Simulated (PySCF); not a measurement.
C5H7F, SMILES C1C(CC1)=CF.

Coordinates come from a B3LYP-D3(BJ)/def2-SVP optimisation. A frequency run showed that this geometry is not a minimum.

Level of theory: PBE0/def2-TZVP in PySCF.

Symmetry labels are those of the subgroup Cs that the program uses (full group Cs).

Question: List the valence orbital energies around the gap with their symmetry. (Estimate from the structure and the level; the computed values follow.)

Answer: 
| orbital | symmetry | energy (eV) |
|---|---|---|
| HOMO−7 | A" | -12.74 |
| HOMO−6 | A" | -11.06 |
| HOMO−5 | A' | -11.00 |
| HOMO−4 | A' | -10.33 |
| HOMO−3 | A" | -9.97 |
| HOMO−2 | A' | -9.30 |
| HOMO−1 | A' | -9.03 |
| HOMO | A" | -6.84 |
| LUMO | A" | 0.27 |
| LUMO+1 | A' | 1.28 |
| LUMO+2 | A' | 1.73 |
| LUMO+3 | A' | 2.07 |
